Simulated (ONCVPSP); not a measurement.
Configuration tests for C (Z = 6) (ONCV)

ONCVPSP 4.0.1 input, shortened (lines: element, Z, core and valence counts, functional; n l f; lmax; l rc ep ncon nbas qcut; lloc lpopt rc5 dvloc0; l nproj debl; icmod fcfact rcfact), PBE, scalar-relativistic:

```
  C 6.00    1    2        4      upf
    1    0    2.00
    2    0    1.50
    2    1    2.50
    1
    0    1.35    0.00    4    7    3.90
    1    2.60    0.00    4    8    4.20
    0    5    1.35    0.00
    0    0    0.60
    1    2    3.00
    3    4.00    1.25
```

Energies are relative to the spin-unpolarised reference configuration 2s1.5 2p2.5; without spin polarisation the order of configurations can differ from experiment.

```tsv
valence configuration	charge	ΔE all-electron (eV)	error AE − PS (meV)
2s2 2p2	0	-4.236	-10
2s2 2p1	+1	6.625	+220
```

(1) What are ΔE and the potential's error for 2s2 2p0?

(2) What are ΔE and the potential's error for 2s0 2p4?

Levels in the configuration 2s0 2p4:

```json
{"level": "2p", "all-electron (eV)": "-6.092", "pseudo (eV)": "-6.242"}
```

Results:

(1) ΔE = 30.781 eV all-electron; the error (AE − PS) is +1371 meV.

(2) ΔE = 12.739 eV all-electron; the error (AE − PS) is -90 meV.
